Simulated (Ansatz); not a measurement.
Isolated molecules relaxed with PBE0-D4/def2-TZVP in Ansatz; ΔE leaves out vibrations. CBS: MP2 limit from def2 TZ/QZ plus the TZ coupled-cluster correction, frozen cores. DFT in def2-TZVPP. def2 core potentials past Kr. For Te outer-core shells are correlated without core-valence functions, which leaves a few kJ/mol of doubt a bond. Each species was taken in one conformer, which may not be the lowest.

Consider the substitution at a C–S bond: `CSC(O)S` + `FC(F)(F)[TeH]` → `C[Te]C(F)(F)F` + `OC(S)S`.

| species | PBE energy (Eh) |
| --- | --- |
| `CSC(O)S` | -950.97931 |
| `FC(F)(F)[TeH]` | -606.06968 |
| `C[Te]C(F)(F)F` | -645.34624 |
| `OC(S)S` | -911.71023 |

Q: Work out ΔE.

A: ΔE = (-645.34624) + (-911.71023) − (-950.97931) − (-606.06968) = -0.00748 Eh = -19.6 kJ/mol. CCSD(T)/CBS gives -23.5 kJ/mol.

Largest T1 diagnostic among the species: 0.012.

In def2-TZVPP, CCSD(T) changes the Hartree–Fock value by −3.8 kJ/mol (the triples alone add −0.6 kJ/mol) and MP2 by −5.2 kJ/mol.
